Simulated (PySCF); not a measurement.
A PySCF script (with the pyscf-properties extension) for the NMR shieldings of `InChI=1S/FH9O2Si4/c1-7(5,3-4)6-2/h2H,6H2,4-5H3/t7-/m0/s1`, on a GFN2-xTB geometry:

```python
import basis_set_exchange as bse
import numpy as np
from pyscf import gto, dft
from pyscf.prop import nmr

atoms = """
O     2.700266    0.409292    1.332893
Si    1.956054   -0.730185    0.431855
Si    0.102395    0.449871   -0.222927
F     0.292120    0.687086   -1.829202
Si   -0.674903    2.449567    0.649320
O    -1.180397   -0.556460   -0.183108
Si   -2.031382   -1.904458   -0.450507
H     3.529783    0.248299    1.773617
H     1.719010   -1.925528    1.262439
H     2.882004   -1.199740   -0.614430
H    -1.566880    3.214851   -0.235189
H    -1.415838    2.274464    1.907242
H     0.452069    3.341578    0.953424
H    -3.424005   -1.466079   -0.430940
H    -1.708597   -2.812974    0.650222
H    -1.639297   -2.470640   -1.738638
"""
names = dict.fromkeys(["O", "Si", "F", "H"], "pcSseg-1")
basis = {el: gto.basis.parse(bse.get_basis(n, elements=[el], fmt="nwchem")) for el, n in names.items()}
mol = gto.M(atom=atoms, basis=basis, charge=0, verbose=0)
mf = dft.RKS(mol, xc="PBE0")
mf.grids.level = 2
mf.grids.alignment = dft.numint.BLKSIZE   # the property module wants whole blocks of grid points
mf.conv_tol = 1e-9
mf.kernel()

calc = nmr.RKS(mf)   # GIAO
C = mf.mo_coeff
Co = C[:, mf.mo_occ > 0]
resp = mf.gen_response(singlet=True, hermi=2)
def vind(x):   # induced exchange potential for any number of trial vectors
    d = np.einsum("pi,xij,qj->xpq", C, 2 * x.reshape(-1, C.shape[1], Co.shape[1]), Co, optimize=True)
    return np.einsum("xpq,pi,qj->xij", resp(d - d.transpose(0, 2, 1)), C, Co, optimize=True).ravel()
mo1, _ = nmr.rhf.solve_mo1(calc, with_cphf=vind)
sigma = calc.kernel(mo1)
for i, s in enumerate(sigma):   # ppm
    w = np.linalg.eigvalsh((s + s.T) / 2)
    print("%2d %-2s iso %8.1f  s11 %8.1f  s22 %8.1f  s33 %8.1f" % (i, mol.atom_pure_symbol(i), w.mean(), *w))
```

Task: What does it print?

Result: 
```
 0 O  iso    346.6  s11    284.5  s22    357.4  s33    397.8
 1 Si iso    378.6  s11    333.9  s22    336.8  s33    465.0
 2 Si iso    321.4  s11    274.5  s22    309.3  s33    380.5
 3 F  iso    316.1  s11    224.6  s22    313.9  s33    409.8
 4 Si iso    466.5  s11    443.3  s22    470.7  s33    485.6
 5 O  iso    268.3  s11    181.5  s22    247.7  s33    375.8
 6 Si iso    393.3  s11    355.6  s22    364.5  s33    459.9
 7 H  iso     31.4  s11     22.6  s22     25.5  s33     46.1
 8 H  iso     26.3  s11     23.1  s22     25.5  s33     30.2
 9 H  iso     26.2  s11     23.2  s22     25.1  s33     30.3
10 H  iso     28.1  s11     24.9  s22     25.8  s33     33.4
11 H  iso     28.3  s11     25.2  s22     26.4  s33     33.3
12 H  iso     28.3  s11     24.8  s22     26.6  s33     33.4
13 H  iso     26.6  s11     22.9  s22     25.1  s33     31.7
14 H  iso     26.6  s11     22.9  s22     25.4  s33     31.4
15 H  iso     26.6  s11     23.1  s22     25.2  s33     31.5
```

These numbers come from an equivalent density-fitted implementation of the same equations, which agrees with the script to about 0.01 ppm for H and up to a few tenths of a ppm for heavy atoms, so last digits may differ.

Task: Turn these shieldings into chemical shifts. Referencing at the same level of theory: H2O for $^{17}$O (σref 336.08); $^{29}$Si (σref 349.16) and $^{1}$H (σref 31.72) vs TMS; CFCl3 for $^{19}$F (σref 170.95).

Result: Averaging equivalent atoms: O 5: 67.7; O 0: -10.5; Si 2: 27.7; Si 1: -29.4; Si 6: -44.2; Si 4: -117.4; F 3: -145.2; H 9: 5.53; H 8: 5.45; H 13/14/15: 5.14; H 10/11/12: 3.50; H 7: 0.31 ppm. Unscaled 19F shifts against computed CFCl3 carry errors that often reach 10 to 50 ppm. Experimental scales use liquid or dissolved standards, which lie at an offset from isolated H2O (liquid H2O: subtract about 36 ppm).

Size and cost of the density-fitted run: 192 basis functions, 55 s wall time on 1 thread of an Arm Neoverse N1, shared host; peak memory 0.85 GiB.
